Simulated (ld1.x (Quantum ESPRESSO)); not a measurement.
Before and after: TM potential for Hf

Hf (Z = 72), norm-conserving Troullier–Martins (Kleinman–Bylander form), made with ld1.x (Quantum ESPRESSO) 7.5 (PBE, scalar-relativistic). Core [Kr] 4d10 4f14, reference 5s2 5p6 5d2 6s2 6p0. Waves: 5p (bound): rc 2.25 bohr; 5d (bound): rc 2.10 bohr; 5f channel at 0.05 Ry: rc 2.20 bohr; 5s (bound): rc 1.00 bohr. Local part: the s channel. Core correction: none.

Occupied shells without a wave of their own: 6s. They enter only through the test configuration that unscreens the potential.

Change: core correction a·sin(br)/r model core inside 1.04 bohr (6s counted twice).

Cutoffs: the cutoffs (Ry, on a coarse ladder) from which the occupation-weighted sum of valence levels, in a spherical-Bessel basis at the reference potential, stays within 10 and 1 mRy of its value at 400 Ry; they do not see the model core or the augmentation charge, which bear on the density cutoff. Errors are all-electron minus pseudo energies relative to the spin-unpolarised reference configuration.

Question: Predict the effect on cutoff, ghosts and configuration errors.

Answer: The potential gets neither clearly harder nor softer (120 Ry and 200 Ry → 120 Ry and 200 Ry); both files keep a bound ghost (f); of the 7 tests that both files solve, the error grows in 7 and shrinks in 0 by more than 15 % and 0.3 meV (median size 106.7 → 233.0 meV). In the changed file ld1.x takes every shell without a wave as core, so the model core holds the 6s electrons as well and exchange and correlation see them twice. This cancels in the reference configuration, but the file is broken for other ones, and its errors say nothing about a proper core correction. A model core, the more so a compact one, raises the density cutoff, which this test does not measure.

```csv
quantity,base,changed
"cutoff, loose",120 Ry,120 Ry
"cutoff, tight",200 Ry,200 Ry
bound ghosts,f,f
"largest miss of a reference level, eV",0.07,0.07
"error for 5s2 5p6 5d2 6s1 6p0, meV [ΔE 7.98 eV]",-83,-204
"error for 5s2 5p6 5d2 6s0 6p0, meV [ΔE 22.16 eV]",-191,-739
"error for 5s2 5p6 5d1 6s0 6p0, meV [ΔE 43.95 eV]",-279,-1201
"error for 5s2 5p6 5d2 6s1 6p1, meV [ΔE 3.83 eV]",-32,-55
"error for 5s1 5p6 5d2 6s2 6p0, meV [ΔE 73.09 eV]",-236,-340
"error for 5s2 5p6 5d2 6s1.5 6p0, meV [ΔE 3.25 eV]",-38,-66
"error for 5s2 5p6 5d2 6s0 6p1, meV [ΔE 12.65 eV]",-107,-233
s: phases at 2.44 bohr within 0.05 rad from the reference energy up to (Ry; the scan ends near 5),0.0,0.0
p: phases at 2.44 bohr within 0.05 rad from the reference energy up to (Ry; the scan ends near 5),0.8,0.8
d: phases at 2.44 bohr within 0.05 rad from the reference energy up to (Ry; the scan ends near 5),3.8,3.8
f: phases at 2.44 bohr within 0.05 rad from the reference energy up to (Ry; the scan ends near 5),1.1,1.1
```

Base: The 6s level has no wave, so the channel is fitted at the deeper level alone: the likely source of the large errors. A true bound ghost makes a file unfit for plane-wave use even where its test errors are small: the radial tests pick states by their node count and pass the ghost by.
